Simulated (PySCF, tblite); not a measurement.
One entry of a table of gas-phase calculations, keyed by method. Lists by class give the value and the number of equivalent atoms.

```json
{
 "formula": "C6H8N2",
 "smiles": "Cc1cnncc1C",
 "charge": 0,
 "multiplicity": 1,
 "geometry_level": "GFN2-xTB",
 "atoms_angstrom": [
  ["C", 0.409, -1.828, -0.052],
  ["C", -0.399, -0.575, -0.112],
  ["C", -1.772, -0.598, -0.367],
  ["N", -2.525, 0.48, -0.428],
  ["N", -1.998, 1.654, -0.249],
  ["C", -0.709, 1.77, -0.006],
  ["C", 0.167, 0.685, 0.079],
  ["C", 1.621, 0.871, 0.356],
  ["H", -0.218, -2.699, -0.228],
  ["H", 0.884, -1.928, 0.923],
  ["H", 1.198, -1.806, -0.804],
  ["H", -2.292, -1.533, -0.529],
  ["H", -0.353, 2.783, 0.128],
  ["H", 1.904, 0.344, 1.267],
  ["H", 1.859, 1.925, 0.472],
  ["H", 2.217, 0.462, -0.46]
 ],
 "electronic_structure_code": "PySCF",
 "results": {
  "GFN2-xTB geometry": {
   "point_group": "C2v",
   "rotational_constants_GHz": [3.316, 2.234, 1.357]
  },
  "CAM-B3LYP/def2-SVPD ground state and vertical TDDFT (core frozen in the response)": {
   "dipole_D": 5.21,
   "homo_eV": -7.86,
   "lumo_eV": -0.04,
   "S1_eV": 3.76,
   "strongest_line_of_8_singlets_eV": 6.36,
   "T1_tda_eV": 2.96,
   "polarisability_au": 80.7,
   "r2_bohr2_about_centre_of_nuclear_charge": 892.2,
   "singlets_eV_and_f": [
    [3.76, 0.005],
    [4.27, 0.0],
    [5.77, 0.011],
    [6.15, 0.0],
    [6.36, 0.041],
    [6.56, 0.001],
    [6.63, 0.005],
    [7.2, 0.018]
   ],
   "triplets_tda_eV": [2.96, 3.9, 4.28]
  },
  "PBE0/pcSseg-1 ground state and GIAO shieldings, non-relativistic": {
   "shift_vs_computed_TMS_C_by_class_ppm": [
    [155.7, 2],
    [139.3, 2],
    [18.3, 2]
   ],
   "shift_vs_computed_TMS_H_by_class_ppm": [
    [9.3, 2],
    [2.28, 6]
   ],
   "shielding_other_nuclei_by_class_ppm": [
    ["N", -191.7, 2]
   ],
   "charges_hirshfeld_e_by_atom": [-0.11, 0.01, 0.0, -0.12, -0.12, 0.0, 0.01, -0.11, 0.05, 0.05, 0.05, 0.05, 0.05, 0.05, 0.05, 0.05]
  },
  "GFN2-xTB harmonic vibrations, gas phase": {
   "strongest_ir_bands_cm-1_km_per_mol_modes": [
    [1114.7, 43.8, 1],
    [1284.1, 45.7, 1],
    [1537.9, 36.3, 1],
    [1545.4, 35.8, 1],
    [2999.5, 38.8, 1],
    [3059.5, 68.8, 1]
   ],
   "zpe_kcal_per_mol": 80.6
  }
 }
}
```

No computed singlet falls in the visible range (750 to 380 nm, 1.65 to 3.26 eV); S1 lies 0.50 eV above its blue end. The vertical singlet–triplet gap S1 − T1 is 0.80 eV (TDDFT singlet less Tamm–Dancoff triplet; S1: HOMO→LUMO, weight 0.98; T1: HOMO→LUMO, weight 0.93).

For the TDDFT job (CAM-B3LYP/def2-SVPD), hardware: one thread of an Intel Xeon Platinum 8375C at 2.90 GHz, no GPU (shared host). Cost: 92 s wall (grids of density and orbitals included), 1.0 GiB resident at most.
